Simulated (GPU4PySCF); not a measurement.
pyrene (C₁₆H₁₀), SMILES c12c3c(ccc4c3c(cc2)ccc4)ccc1.

Geometry optimised at ωB97X-D3(BJ)/def2-TZVP.

Method: GPU4PySCF with SMD-M06-2X/def2-SVP.

Solvation free energies are E(SMD) − E(gas) at the gas-phase geometry, for 1 M in both phases. In vacuum the dipole moment is 0.00 D.

```json
[
 {"solvent": "water", "ΔG(solv) (kcal/mol)": "-3.6", "its non-electrostatic (CDS) part": "3.8", "dipole (D)": "0.00"},
 {"solvent": "methanol", "ΔG(solv) (kcal/mol)": "___", "its non-electrostatic (CDS) part": "___", "dipole (D)": "___"},
 {"solvent": "1-octanol", "ΔG(solv) (kcal/mol)": "-9.0", "its non-electrostatic (CDS) part": "-2.9", "dipole (D)": "0.00"},
 {"solvent": "benzene", "ΔG(solv) (kcal/mol)": "-11.2", "its non-electrostatic (CDS) part": "-8.4", "dipole (D)": "0.00"}
]
```

Q: Fill in the missing entries. (An estimate is asked for; the answer gives what the named calculation found.)

A: 
- methanol, ΔG(solv) (kcal/mol): -9.5
- methanol, its non-electrostatic (CDS) part: -2.4
- methanol, dipole (D): 0.00
